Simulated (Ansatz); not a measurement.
This geometry of BrH + ClFGeH2O (8 atoms, charge 0, multiplicity 1) is a first-order saddle point.

Theory: Ansatz 0.2.0, RKS PBE-D4/def2-SVP.

```xyz
8
Properties=species:S:1:pos:R:3
Ge 0.064 0.129 -0.035
O -0.010 0.071 1.874
H -0.913 -0.087 2.227
H 1.455 -0.041 -0.648
Cl -1.442 1.415 -0.860
F -0.706 -1.444 -0.198
Br 1.310 2.458 1.242
H 0.464 1.159 2.014
```

Question: Which two structures does it join? (They come from a converged band through this point; their orientation in space is the band's.)

Answer: Bonds broken: Ge1–O2, Br7–H8. Bonds formed: Ge1–Br7, O2–H8. BrH + ClFGeH2O becomes BrClFGeH + H2O.

Image 0:

```xyz
8
Properties=species:S:1:pos:R:3
Ge -0.181 -0.139 -0.101
O -0.130 0.074 1.679
H -1.021 0.099 2.081
H 1.221 0.134 -0.658
Cl -1.748 1.083 -0.925
F -0.649 -1.795 -0.398
Br 1.799 2.685 1.899
H 0.929 1.519 2.038
```

Image 8:

```xyz
8
Properties=species:S:1:pos:R:3
Ge -0.114 0.644 -0.193
O 0.771 -0.304 2.070
H -0.137 -0.626 2.245
H 1.101 -0.221 -0.549
Cl -1.064 1.207 -2.065
F -1.428 -0.219 0.613
Br 0.271 2.663 0.892
H 0.821 0.515 2.602
```

Question: How far does it lie above each of them?

Answer: 0.34 eV above the first and 0.77 eV above the second. This is the barrier of this one path; another mechanism may lie lower. The orbitals stay closed-shell, which can raise the energy where a bond breaks towards radicals; this wasn't checked here.

Time of the run: 3.5 min on 4 threads of Intel(R) Xeon(R) Platinum 8259CL CPU @ 2.50GHz (Skylake/Cascade Lake), with other jobs on the host, peak memory 0.24 GiB.
